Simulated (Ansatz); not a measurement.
`C[O][Au]` + CH₃SH → `C[S][Au]` + CH₃OH at 700 K and 1 bar (ligand exchange at the Au–O bond).

Isolated molecules relaxed with PBE0-D4/def2-TZVP in Ansatz; ΔE leaves out vibrations. CCSD(T)/CBS adds triple-zeta CCSD(T) − MP2 to the extrapolated MP2 energy (def2 sets, frozen cores). This one scheme is used for every species. Elements past krypton have def2 core potentials. For Au outer-core shells are correlated without core-valence functions, which leaves a few kJ/mol of doubt a bond.

```json
{"species": "`C[O][Au]`", "CCSD(T)/CBS energy (Eh)": "-250.49639", "H − E (kJ/mol)": "149.9", "S (J/(mol·K))": "358.0"}
{"species": "CH₃SH", "CCSD(T)/CBS energy (Eh)": "-438.22835", "H − E (kJ/mol)": "160.2", "S (J/(mol·K))": "309.0"}
{"species": "`C[S][Au]`", "CCSD(T)/CBS energy (Eh)": "-573.16596", "H − E (kJ/mol)": "147.8", "S (J/(mol·K))": "378.1"}
{"species": "CH₃OH", "CCSD(T)/CBS energy (Eh)": "-115.61712", "H − E (kJ/mol)": "170.8", "S (J/(mol·K))": "288.5"}
```

H − E and S are ideal-gas, rigid-rotor, harmonic terms from PBE0-D4/def2-TZVP. 1 Eh = 2625.50 kJ/mol, R = 8.31446 J/(mol·K).

Question: By hand: ΔE, ΔH, ΔS and ΔG.

Answer: ΔE = (-573.16596) + (-115.61712) − (-250.49639) − (-438.22835) = -0.05834 Eh = -153.2 kJ/mol. Δ(H − E) = 147.8 + 170.8 − 149.9 − 160.2 = 8.5, so ΔH = -144.7 kJ/mol. ΔS = 378.1 + 288.5 − 358.0 − 309.0 = -0.4 J/(mol·K). ΔG = -144.7 − 700 × (-0.4)/1000 = -144.4 kJ/mol.

Question: By hand: the equilibrium constant, and the temperature at which ΔG would vanish if ΔH and ΔS stayed fixed.

Answer: log₁₀ K = −ΔG/(RT ln 10) = 10.8. ΔG = 0 at ΔH/ΔS = 361750 K, far beyond where these terms or the molecules hold.

The number of gas molecules stays the same, so ΔS is small and ΔH decides. A doubt of 5 kJ/mol in ΔE shifts log₁₀ K by 0.4 here. These are equilibria of isolated gas molecules and say nothing of rates. Largest T1 diagnostic: 0.033 (customary marks: 0.02 for closed shells, 0.045 for open ones).
